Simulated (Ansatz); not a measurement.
`CC[N](CC)[In]([Cl])[Cl]` → 4 C• + 2 Cl• + 10 H• + In• + N•  (atomization)

Isolated molecules relaxed with PBE0-D4/def2-TZVP in Ansatz; ΔE leaves out vibrations. CCSD(T)/CBS adds triple-zeta CCSD(T) − MP2 to the extrapolated MP2 energy (def2 sets, frozen cores). This one scheme is used for every species, atoms too. For atomizations the MP2-based limit and the directly extrapolated one differ by several kJ/mol either way, and by 10 to 25 for some Ge, Se and Sn compounds, so smaller differences from it don't rank the levels. Functionals use def2-TZVPP. Open shells (•) are unrestricted, without spin–orbit coupling. Spin–orbit coupling would lower the free atoms: a little for C, Cl; strongly for In. Elements past krypton have def2 core potentials. For In outer-core shells are correlated without core-valence functions, so the limit isn't a true one: a few kJ/mol of doubt a bond, and 10 to 20 or more in all where bonds break to atoms. One conformer a species, not always the lowest.

CCSD(T)/CBS gives +6579.6 kJ/mol.

**Question.** Another level gave +6483.9 kJ/mol. Which?
A. HF/def2-TZVPP
B. r2SCANh/def2-TZVPP
C. r2SCAN0/def2-TZVPP
D. CAM-B3LYP/def2-TZVPP

**Answer.** C. r2SCAN0 6483.9, r2SCANh 6531.2, HF/def2-TZVPP 4798.6, CAM-B3LYP 6526.6 kJ/mol.

Largest T1 diagnostic among the species: 0.015.

From r2SCAN to r2SCAN0 (25 % exact exchange), in def2-TZVPP and without D4, ΔE moves by −81.1 kJ/mol: exact exchange takes away binding that semilocal exchange gives to molecules. In def2-TZVPP, CCSD(T) changes the Hartree–Fock value by +1606.3 kJ/mol (the triples alone add +102.1 kJ/mol) and MP2 by +1700.0 kJ/mol; breaking electron pairs costs correlation energy, which Hartree–Fock lacks.
